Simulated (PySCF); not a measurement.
# How methods differ on the ionisation energy of Sb⁴⁴⁺

Sb⁴⁴⁺ [He] 2s2 2p3 [2p1/2^2 2p3/2^1, M_J = 3/2] → Sb⁴⁵⁺ [He] 2s2 2p2 [2p1/2^2, M_J = 0], as a difference of total energies. Calculation: PySCF 2.14, in an even-tempered Gaussian basis (17 s from 23 bohr⁻², ratio 2.4; 12 p from 30 bohr⁻², ratio 2.4; 5 d from 100 bohr⁻², ratio 2.6; 4 f from 150 bohr⁻², ratio 2.6); the two-component X2C-1e Hamiltonian. Correlated levels: nothing frozen; the 32 highest virtual spinors dropped. "Screened" scales the spin-orbit matrix elements by Boettger's factors to mimic the two-electron term; Breit and QED terms are absent.

```
                    method  ionisation energy (eV)
           GHF (spin-free)                  7509.6
          GMP2 (spin-free)                  7509.4
 GHF (screened spin-orbit)                  7396.0
GMP2 (screened spin-orbit)                  7395.5
```

For this ion Breit and QED terms and the two-electron picture change, all absent here, outweigh the correlation shift from GHF to GMP2.

The spin-free rows relax to the high-spin LS determinant and lack the spin-orbit shift.

The labels give the starting determinants; with spin-orbit coupling the two ends relaxed to ⟨J²⟩ = 3.75, ⟨L²⟩ = 2.40, ⟨S²⟩ = 1.56 and ⟨J²⟩ = 0.00, ⟨L²⟩ = 1.33, ⟨S²⟩ = 1.33.

For comparison: 7390 ± 4 eV (theoretical estimate listed by NIST; NIST Atomic Spectra Database, ionization energies).
